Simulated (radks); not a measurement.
Fractional charge and spin in the 6s shell of barium: the spin-up occupation runs from 0 to 1 and the spin-down occupation from 0 to 1; the fullest corner is Ba, [Xe] 6s(up 1, down 1). All-electron calculation, scalar-relativistic Kohn-Sham, PBE, spin-polarised, spherical densities, point nucleus. Program: a radial shooting solver on a logarithmic mesh with Libxc functionals. Energy (eV) above the fullest corner. The planes named below are the two flat planes that join the four corners, with an edge along up + down = one added electron.

| down \ up | 0 | 0.5 | 1 |
|---|---|---|---|
| 0 | 15.344 | 9.696 | 5.206 |
| 0.5 | 9.696 | 5.362 | 2.100 |
| 1 | 5.206 | 2.100 | 0.000 |

Corners above the fullest one (they belong to Ba+ and the next ion): (up 1, down 0) 5.206 eV, (up 0, down 1) 5.206 eV, (up 0, down 0) 15.344 eV. With half an added electron in each spin the energy lies 0.157 eV from the planes (fractional-spin error, the static-correlation error of a stretched bond), and with half an added electron in spin up alone -0.579 eV (fractional-charge error). For a frontier s shell over closed shells the exact functional lies on the planes.
